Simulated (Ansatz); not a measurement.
Born–Oppenheimer molecular dynamics of C4H6BF (12 atoms, charge 0, multiplicity 1). It starts from a relaxed structure.

The calculation used Ansatz, UKS BLYP/STO-3G.

```json
{"ensemble": "NVT, Langevin thermostat", "time step": "1 fs", "steps asked": "195", "set temperature": "1500 K", "friction": "0.005 /fs", "seed": "230834"}
```

First frame:

```xyz
12
Properties=species:S:1:pos:R:3
C -0.718 -2.763 0.572
C -0.257 -1.648 0.025
C 0.198 -0.468 -0.491
F 0.857 -0.467 -1.729
B -0.006 0.872 0.277
C 0.516 2.250 -0.300
H -1.746 -3.135 0.382
H -0.104 -3.386 1.256
H -0.569 0.832 1.315
H 1.197 2.742 0.429
H -0.336 2.954 -0.433
H 1.045 2.161 -1.268
```

Problem. How far do the bonds stretch over the last three quarters of this one trajectory? (Pairs bonded in most of those frames.)

Solution. 
```tsv
bond	mean (Å)	spread (Å)	shortest	longest
C1–C2	1.336	0.025	1.29	1.38
C1–H7	1.118	0.035	1.05	1.19
C1–H8	1.125	0.059	1.01	1.25
C2–C3	1.379	0.035	1.31	1.45
C3–F4	1.412	0.038	1.33	1.50
C3–B5	1.573	0.049	1.49	1.70
B5–C6	1.620	0.103	1.43	1.81
B5–H9	1.190	0.048	1.10	1.30
C6–H10	1.117	0.039	1.05	1.20
C6–H11	1.119	0.026	1.07	1.18
C6–H12	1.118	0.029	1.05	1.18
```

Mean temperature of the second half: 1286 K. The mean temperature of the second half is 14 % below the set value. A run of 0.2 ps of so small a system gives no equilibrium averages. Limits of this set-up: minimal basis.

Run time: 9.9 min on 1 thread of Arm Neoverse V2, on a shared host, peak memory 0.11 GiB.
